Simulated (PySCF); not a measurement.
PySCF input (MN15/def2-TZVPD):

```python
from pyscf import gto, scf, dft

mol = gto.M(
    atom='''
    Si   -1.50778772    0.13774757    0.35054881
    As    0.78599117   -0.10273817   -0.21715900
    H    -2.31214413   -0.74463328   -0.52616254
    H    -1.95116584    1.54029198    0.15906993
    H    -1.74116208   -0.24603510    1.76427665
    H     1.17579141    0.91227013    0.86137954
    ''',
    basis='def2-tzvpd',
    charge=0,
    spin=1,
    verbose=4,
)

mf = dft.UKS(mol, xc='mn15').density_fit(auxbasis='def2-universal-jkfit')
mf.grids.level = 4
mf.conv_tol = 1e-9
mf.max_cycle = 100
mf.max_memory = 1500
mf.kernel()
if not mf.converged:
    mf = mf.newton()
    mf.kernel(mf.make_rdm1())
for _ in range(2):
    mo, _, stable, _ = mf.stability(return_status=True)
    if stable:
        break
    mf.kernel(mf.make_rdm1(mo, mf.mo_occ))
mf.analyze()
```

Output:

```
PySCF version 2.14.0

[INPUT] verbose = 4
[INPUT] num. atoms = 6
[INPUT] num. electrons = 51
[INPUT] charge = 0
[INPUT] spin (= nelec alpha-beta = 2S) = 1
[INPUT] symmetry False subgroup None
[INPUT] Mole.unit = angstrom
[INPUT] Symbol           X                Y                Z      unit          X                Y                Z       unit  Magmom
[INPUT]  1 Si    -1.507787720000   0.137747570000   0.350548810000 AA   -2.849305844782   0.260305181624   0.662441244192 Bohr   0.0
[INPUT]  2 As     0.785991170000  -0.102738170000  -0.217159000000 AA    1.485308047626  -0.194147003839  -0.410371035484 Bohr   0.0
[INPUT]  3 H     -2.312144130000  -0.744633280000  -0.526162540000 AA   -4.369319166221  -1.407152962437  -0.994303097606 Bohr   0.0
[INPUT]  4 H     -1.951165840000   1.540291980000   0.159069930000 AA   -3.687169061207   2.910729994064   0.300598602354 Bohr   0.0
[INPUT]  5 H     -1.741162080000  -0.246035100000   1.764276650000 AA   -3.290319469678  -0.464938956030   3.333999676465 Bohr   0.0
[INPUT]  6 H      1.175791410000   0.912270130000   0.861379540000 AA    2.221923744516   1.723940697321   1.627771419904 Bohr   0.0

nuclear repulsion = 149.401744373338
number of shells = 53
number of NR pGTOs = 222
number of NR cGTOs = 133
basis = def2-tzvpd
ecp = {}

******** <class 'pyscf.df.df_jk.DFUKS'> ********
method = DFUKS
initial guess = minao
damping factor = 0
level_shift factor = 0
DIIS = <class 'pyscf.scf.diis.CDIIS'>
diis_start_cycle = 1
diis_space = 8
diis_damp = 0
SCF conv_tol = 1e-09
SCF conv_tol_grad = None
SCF max_cycles = 100
direct_scf = False
number electrons alpha = 26  beta = 25
XC library pyscf.dft.libxc version 7.1.2
    S. Lehtola, C. Steigemann, M. J. T. Oliveira, and M. A. L. Marques,  SoftwareX 7, 1–5 (2018)
XC functionals = mn15
    H. S. Yu, X. He, S. L. Li, and D. G. Truhlar,  Chem. Sci. 7, 5032–5051 (2016)
    H. S. Yu, X. He, S. L. Li, and D. G. Truhlar,  Chem. Sci. 7, 5032–5051 (2016)
radial grids:
    Treutler-Ahlrichs [JCP 102, 346 (1995); DOI:10.1063/1.469408] (M4) radial grids

becke partition: Becke, JCP 88, 2547 (1988); DOI:10.1063/1.454033
pruning grids: <function nwchem_prune>
grids dens level: 4
symmetrized grids: False
atomic radii adjust function: <function treutler_atomic_radii_adjust>
small_rho_cutoff = 0
Set gradient conv threshold to 3.16228e-05
tot grids = 121936
******** <class 'pyscf.df.df.DF'> ********
auxbasis = def2-universal-jkfit
init E= -2526.93797756929
  alpha nocc = 26  HOMO = -0.209139653041824  LUMO = -0.0175581587854895
  beta  nocc = 25  HOMO = -0.288323874603098  LUMO = -0.209139653041827

[...]
  beta  nocc = 25  HOMO = -0.30080576887536  LUMO = -0.101540896101305
  HOMO = -0.274361272851  LUMO = -0.101540896101  gap/eV = 4.70268
Extra cycle  E= -2527.9534537198  delta_E= -9.55e-12  |g|= 8.61e-07  |ddm|= 5.29e-06
converged SCF energy = -2527.9534537198  <S^2> = 0.75512436  2S+1 = 2.0051178
uhf_internal: lowest eigs of H = [0.16116798 0.27856186 0.35668429]
<class 'pyscf.df.df_jk.DFUKS'> wavefunction is stable in the internal stability analysis
**** SCF Summaries ****
Total Energy =                       -2527.953453719801018
Nuclear Repulsion Energy =             149.401744373337692
One-electron Energy =                -3814.141333316470991
Two-electron Energy =                 1136.786135223332394
Two-electron Coulomb Energy =         1242.327764473382103
DFT Exchange-Correlation Energy =     -105.541629250049709
HOMO-LUMO gap [eV] =                     4.702681983867722
**** MO energy ****
                             alpha | beta                alpha | beta
MO #1   energy= -423.241790022397  | -423.240986857067  occ= 1 | 1
MO #2   energy= -65.2662651323812  | -65.2663947934665  occ= 1 | 1
MO #3   energy= -52.7448150993664  | -52.7416589220108  occ= 1 | 1
MO #4   energy= -47.8077542289085  | -47.8065718908736  occ= 1 | 1
MO #5   energy= -47.806708800374   | -47.8057914350415  occ= 1 | 1
MO #6   energy= -47.8052218257254  | -47.8042960854094  occ= 1 | 1
MO #7   energy= -6.68137791248728  | -6.68138138224723  occ= 1 | 1
MO #8   energy= -5.16399522536054  | -5.16420971431631  occ= 1 | 1
MO #9   energy= -4.98280943068291  | -4.98008790795416  occ= 1 | 1
MO #10  energy= -4.97843003253696  | -4.97837223204808  occ= 1 | 1
MO #11  energy= -4.9753289506157   | -4.97533271446116  occ= 1 | 1
MO #12  energy= -3.68630367828806  | -3.68672982842669  occ= 1 | 1
MO #13  energy= -3.68519486883555  | -3.6853301645438   occ= 1 | 1
MO #14  energy= -3.68516075432508  | -3.68527635168203  occ= 1 | 1
MO #15  energy= -1.7150451753143   | -1.71284163203612  occ= 1 | 1
MO #16  energy= -1.7142682102525   | -1.7124311983498   occ= 1 | 1
MO #17  energy= -1.71187381742001  | -1.71003634883738  occ= 1 | 1
MO #18  energy= -1.70951464156508  | -1.70951202255451  occ= 1 | 1
MO #19  energy= -1.70864735379171  | -1.70831577950297  occ= 1 | 1
MO #20  energy= -0.668205330104724 | -0.640288162340633 occ= 1 | 1
MO #21  energy= -0.557426292752014 | -0.550532982756311 occ= 1 | 1
MO #22  energy= -0.405777755081592 | -0.402434243484533 occ= 1 | 1
MO #23  energy= -0.398190314558679 | -0.392957057566692 occ= 1 | 1
MO #24  energy= -0.367085581861051 | -0.360448182199189 occ= 1 | 1
MO #25  energy= -0.314468086886674 | -0.30080576887536  occ= 1 | 1
MO #26  energy= -0.274361272851365 | -0.101540896101305 occ= 1 | 0
MO #27  energy= 0.0150985490027416 | 0.0173211882245038 occ= 0 | 0
MO #28  energy= 0.0211293614253033 | 0.0244360921505204 occ= 0 | 0
MO #29  energy= 0.049902825211583  | 0.0498899502109177 occ= 0 | 0
MO #30  energy= 0.0507097376368529 | 0.0564997434194342 occ= 0 | 0
MO #31  energy= 0.0592588237758961 | 0.0650698268002381 occ= 0 | 0
MO #32  energy= 0.0991546961317658 | 0.106865744618343  occ= 0 | 0
MO #33  energy= 0.108995468905523  | 0.117703240306927  occ= 0 | 0
MO #34  energy= 0.112154941255116  | 0.118892460673443  occ= 0 | 0
MO #35  energy= 0.130705276536621  | 0.135124622586702  occ= 0 | 0
MO #36  energy= 0.136183837438099  | 0.140905315797476  occ= 0 | 0
MO #37  energy= 0.138438295125975  | 0.14633569852252   occ= 0 | 0
MO #38  energy= 0.148645981473049  | 0.154636571734255  occ= 0 | 0
MO #39  energy= 0.149677961534125  | 0.171864389520406  occ= 0 | 0
MO #40  energy= 0.156500869991669  | 0.174855432432978  occ= 0 | 0
MO #41  energy= 0.16692838540742   | 0.175498538982324  occ= 0 | 0
MO #42  energy= 0.212095693051713  | 0.215158793555913  occ= 0 | 0
MO #43  energy= 0.223369622879089  | 0.225534598003034  occ= 0 | 0
MO #44  energy= 0.230898235807865  | 0.233083957233889  occ= 0 | 0
MO #45  energy= 0.243632823369106  | 0.245933141799451  occ= 0 | 0
MO #46  energy= 0.268883634749082  | 0.271040651464717  occ= 0 | 0
MO #47  energy= 0.279242715159492  | 0.278321218202064  occ= 0 | 0
MO #48  energy= 0.284450627883767  | 0.28563169256232   occ= 0 | 0
MO #49  energy= 0.28505735769905   | 0.290956492735549  occ= 0 | 0
MO #50  energy= 0.294670064355773  | 0.295515078404703  occ= 0 | 0
MO #51  energy= 0.313780388947671  | 0.316528346277963  occ= 0 | 0
MO #52  energy= 0.321792673221418  | 0.327158218245057  occ= 0 | 0
MO #53  energy= 0.341499130930673  | 0.347607018149377  occ= 0 | 0
MO #54  energy= 0.361298427147364  | 0.361095421290216  occ= 0 | 0
MO #55  energy= 0.377796654789041  | 0.378191383714027  occ= 0 | 0
MO #56  energy= 0.394899621280558  | 0.410849770833824  occ= 0 | 0
MO #57  energy= 0.410950978082547  | 0.416707254565259  occ= 0 | 0
MO #58  energy= 0.413925934637638  | 0.42134154022576   occ= 0 | 0
MO #59  energy= 0.417335170983244  | 0.436788589318772  occ= 0 | 0
MO #60  energy= 0.432744733678228  | 0.441445005770811  occ= 0 | 0
MO #61  energy= 0.435920864568888  | 0.443945535439995  occ= 0 | 0
MO #62  energy= 0.437288859313087  | 0.450828689112543  occ= 0 | 0
MO #63  energy= 0.457737230116065  | 0.456028177442149  occ= 0 | 0
MO #64  energy= 0.490339329605322  | 0.489254698726473  occ= 0 | 0
MO #65  energy= 0.495933537404473  | 0.496048080674244  occ= 0 | 0
MO #66  energy= 0.515453603803854  | 0.51759124137136   occ= 0 | 0
MO #67  energy= 0.516947505891653  | 0.543957824389325  occ= 0 | 0
MO #68  energy= 0.534146919880047  | 0.547843546366807  occ= 0 | 0
MO #69  energy= 0.560947460829134  | 0.578798780760208  occ= 0 | 0
MO #70  energy= 0.571124296547149  | 0.597121909039737  occ= 0 | 0
MO #71  energy= 0.597698694170772  | 0.598124583107372  occ= 0 | 0
MO #72  energy= 0.652102914596496  | 0.652474963714438  occ= 0 | 0
MO #73  energy= 0.669319909142904  | 0.677111246069287  occ= 0 | 0
MO #74  energy= 0.67593519859307   | 0.682627410005897  occ= 0 | 0
MO #75  energy= 0.712079855318706  | 0.714700022566682  occ= 0 | 0
MO #76  energy= 0.742820583738443  | 0.741900492508586  occ= 0 | 0
MO #77  energy= 0.884061332282329  | 0.905105452389975  occ= 0 | 0
MO #78  energy= 0.975732815134585  | 0.983077497941047  occ= 0 | 0
MO #79  energy= 0.990432491392787  | 0.991227939694715  occ= 0 | 0
MO #80  energy= 0.998367947060354  | 0.995053596888272  occ= 0 | 0
MO #81  energy= 0.999094287770354  | 1.00309629167347   occ= 0 | 0
MO #82  energy= 1.06734794120295   | 1.07241047957019   occ= 0 | 0
MO #83  energy= 1.08142470331092   | 1.08744550705883   occ= 0 | 0
MO #84  energy= 1.10693677177803   | 1.11715023372538   occ= 0 | 0
MO #85  energy= 1.11701900028558   | 1.12185791505933   occ= 0 | 0
MO #86  energy= 1.14021386571643   | 1.16086364344283   occ= 0 | 0
MO #87  energy= 1.15959872183312   | 1.16132099672797   occ= 0 | 0
MO #88  energy= 1.16257168415903   | 1.16845200219986   occ= 0 | 0
MO #89  energy= 1.17014061181003   | 1.20041766172724   occ= 0 | 0
MO #90  energy= 1.19865348303531   | 1.24509831483414   occ= 0 | 0
MO #91  energy= 1.20090099447922   | 1.24929755867952   occ= 0 | 0
MO #92  energy= 1.24008712513849   | 1.26515473854786   occ= 0 | 0
MO #93  energy= 1.2537011007257    | 1.27716451667961   occ= 0 | 0
MO #94  energy= 1.25707286797372   | 1.30255884815285   occ= 0 | 0
MO #95  energy= 1.27552924517337   | 1.30992305589591   occ= 0 | 0
MO #96  energy= 1.2964719205352    | 1.32161534794399   occ= 0 | 0
MO #97  energy= 1.37775941918716   | 1.36632041876514   occ= 0 | 0
MO #98  energy= 1.38539030388864   | 1.45319864329127   occ= 0 | 0
MO #99  energy= 1.50135574476034   | 1.49627549993715   occ= 0 | 0
MO #100 energy= 1.5049406477897    | 1.49999990814575   occ= 0 | 0
MO #101 energy= 1.52819069945536   | 1.55931459467601   occ= 0 | 0
MO #102 energy= 1.57649119250157   | 1.60909054174391   occ= 0 | 0
MO #103 energy= 1.61516216233627   | 1.63341408290472   occ= 0 | 0
MO #104 energy= 1.75257402799531   | 1.75345624800198   occ= 0 | 0
[...]
```

It need not be the lowest isomer of its formula.
